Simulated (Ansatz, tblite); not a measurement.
Removing and adding an electron: In4P4H14, a cluster cut from wurtzite InP (hydrogen-capped). Charge 0, multiplicity 1. Geometry: PBE-D4/def2-SVP. Ansatz, gas phase; energy differences of separate SCF runs; the oxidised species was run as a doublet alone; the reduced species was run as a doublet alone.

Cartesian coordinates in Å:
```
In 2.764 0.815 0.723
P 1.055 -0.646 2.244
In -0.913 2.686 -0.884
P 1.108 1.093 -1.264
P -2.215 1.008 0.805
In -1.346 -1.326 1.533
In 0.664 -1.026 -2.708
P -0.805 -2.295 -0.812
H 2.898 2.290 1.635
H 4.002 -0.346 0.344
H 0.888 -0.069 3.544
H 1.656 -1.871 2.679
H -0.480 4.001 0.168
H -1.963 2.702 -2.270
H 1.902 1.875 -2.170
H -2.548 1.660 2.036
H -3.559 0.767 0.374
H -2.305 -2.271 2.627
H 2.085 -2.024 -2.801
H -0.522 -0.704 -3.938
H -0.291 -3.605 -0.542
H -2.075 -2.714 -1.324
```

In the def2 sets In takes a core potential; there is no spin–orbit coupling. The xTB rows come from tblite. Single mean-field runs in def2-TZVP are fitted with def2-universal-jkfit.

| level | −HOMO (eV) | vertical IE (eV) | −LUMO (eV) | vertical EA (eV) | HOMO–LUMO gap (eV) | IE − EA (eV) | remarks |
| --- | --- | --- | --- | --- | --- | --- | --- |
| GFN1-xTB | 9.89 | 11.71 | 6.06 | 4.49 | 3.83 | 7.22 | – |
| PBE-D4/def2-TZVP | 6.02 | – | 2.05 | 0.51 | 3.98 | – | HOMO above zero (-1 doublet) |
| PBE0-D4/def2-TZVP | 7.02 | 8.37 | 1.29 | 0.25 | 5.73 | 8.12 | HOMO above zero (-1 doublet) |

Task: Estimate the rows for GFN2-xTB, BHLYP-D4/def2-TZVP.

Result: 
| level | −HOMO (eV) | vertical IE (eV) | −LUMO (eV) | vertical EA (eV) | HOMO–LUMO gap (eV) | IE − EA (eV) | remarks |
| --- | --- | --- | --- | --- | --- | --- | --- |
| GFN2-xTB | 10.69 | 12.47 | 7.34 | 5.54 | 3.36 | 6.93 | – |
| BHLYP-D4/def2-TZVP | 7.90 | 8.50 | 0.50 | -0.08 | 7.40 | 8.57 | HOMO above zero (-1 doublet) |

Relaxing the oxidised species (PBE-D4/def2-SVP) changes its energy by -0.70 eV at PBE0-D4/def2-TZVP, so the adiabatic ionisation energy to this nearest minimum is 7.67 eV.  Run but left out: PBE-D4/def2-TZVP (charge +1 doublet: an occupied level 0.04 eV above an empty one).   A HOMO above zero means that the electron is unbound at that level or that self-interaction error raises the level; the energy of removing that electron tells which. Raw xTB energy differences between charge states are shifted by several eV; the methods need an empirical correction for them. Sets without diffuse functions give affinities that are too small. A negative affinity means that the extra electron isn't bound; its size then hangs on the basis.
